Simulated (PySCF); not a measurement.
**Core-level binding energies of SiEt3(vinyl)**

Compound: SiEt3(vinyl), C8H18Si.
Geometry (PBE0-D3(BJ)/def2-SVP, Å), atoms numbered from 1 in this order:
```xyz
27
C8H18Si angstrom
Si    -0.1368   -0.0065   -0.2069
C     -0.2613   -0.1287    1.6786
C      0.4892   -1.3152    2.2772
H     -1.3331   -0.1830    1.9414
H      0.1018    0.8200    2.1125
H      0.3610   -1.3801    3.3696
H      0.1428   -2.2680    1.8459
H      1.5717   -1.2492    2.0815
C      1.6755    0.0236   -0.7407
C      2.4938    1.1521   -0.1175
H      1.7083    0.0883   -1.8427
H      2.1240   -0.9535   -0.4879
H      3.5446    1.1313   -0.4482
H      2.0909    2.1426   -0.3827
H      2.4982    1.0904    0.9827
C     -1.0099    1.5680   -0.7913
C     -2.4977    1.6440   -0.4589
H     -0.8565    1.6476   -1.8821
H     -0.4776    2.4302   -0.3505
H     -2.9560    2.5760   -0.8267
H     -3.0569    0.8089   -0.9100
H     -2.6751    1.6031    0.6277
C     -0.9882   -1.5072   -0.9514
C     -0.3900   -2.4421   -1.6998
H     -2.0603   -1.6418   -0.7466
H      0.6761   -2.3901   -1.9499
H     -0.9310   -3.3063   -2.1030
```

The calculation used delta-SCF UKS SCAN, pcX-2 on the ionised atom, pcseg-1 elsewhere, spin-free X2C in PySCF. Binding energies are ΔSCF values: E(core-ionised, relaxed orbitals) − E(ground state) at a fixed geometry, referred to the vacuum level.

Q: Give the core binding energies atom by atom.

A: 
```tsv
atom(s)	bonded to	level	binding energy (eV)	2p1/2 (eV)	above the level's lowest (eV)	count
Si1	4 C	Si 2p3/2	105.44	106.06	0.00	1
Si1	4 C	Si 1s	1845.22	–	0.00	1
C2/C9/C16	C, 2 H and Si	C 1s	289.63	–	0.00	3
C3/C10/C17	C and 3 H	C 1s	290.33	–	+0.70	3
C23	C, H and Si	C 1s	289.64	–	+0.01	1
C24	C and 2 H	C 1s	290.04	–	+0.41	1
```

Lowest listed C 1s: C2/C9/C16, bonded to C, 2 H and Si. Highest, 0.70 eV above it: C3/C10/C17, bonded to C and 3 H. The widest gap between neighbouring values is 0.40 eV, between 289.64 and 290.04 eV. The values 289.63 and 289.64 eV lie too close for their order to be trusted.

Q: What is the longest wavelength that can ionise C 1s of C2/C9/C16 vertically?

A: λ = hc/E = 12398.42 eV Å / 289.63 eV = 42.808 Å.

Topologically equivalent atoms share the value of their first member; where this conformer doesn't relate them by symmetry, their own values could differ. Spin–orbit coupling isn't in the SCF: each 2p doublet comes from a relaxed spin-free hole plus a matrix of the shell (mean-field spin–orbit coupling and the ground-state 2p splitting), with 2p3/2 averaged over its two sublevels. 2p1/2 minus 2p3/2 (ligand field included): Si 0.62 eV. Geometry: PBE0-D3(BJ)/def2-SVP, one conformer, isolated molecule.

Time: 6.5 min; peak memory 1.1 GiB. Hardware: one thread, Intel Xeon at 2.50 GHz (x86_64), shared host.
